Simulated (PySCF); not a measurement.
C3H7BO3. Atoms are numbered in the order given.

```xyz
14

C     -2.6527     0.0081     0.2146
O     -1.5328     0.7168    -0.2402
B     -0.2765     0.2600    -0.1006
C      0.3139    -1.0635     0.5529
O      1.6609    -1.0091     0.1037
C      1.9683     0.3172    -0.1888
O      0.7849     0.9863    -0.5531
H     -3.1442     0.5664     1.0272
H     -2.3950    -0.9971     0.5884
H     -3.3749    -0.1032    -0.6089
H      0.2529    -1.0567     1.6622
H     -0.1349    -2.0102     0.2126
H      2.4086     0.8374     0.6885
H      2.6885     0.3412    -1.0225
```
Charge 0, spin multiplicity 1.

Coordinates come from a PBE0-D3(BJ)/def2-SVP optimisation. This is a generated structure with no PubChem entry under its InChIKey; it may be hypothetical. One conformer was computed; it need not be the lowest.

All values below come from ωB97X/def2-TZVP run with PySCF.

Computed frontier levels, gap, dipole moment and polarisability:
- highest occupied level = -9.94 eV
- lowest empty level = 2.77 eV
- orbital gap = 12.71 eV
- dipole moment = 2.10 D
- quadrupole, principal values (traceless, Buckingham form, about the centre of nuclear charge) = -10.51, 0.82, 9.69 D·Å
- mean static polarisability = 56.9 bohr³ (8.43 Å³)
- polarisability, principal values = 47.5, 52.6, 70.5 bohr³
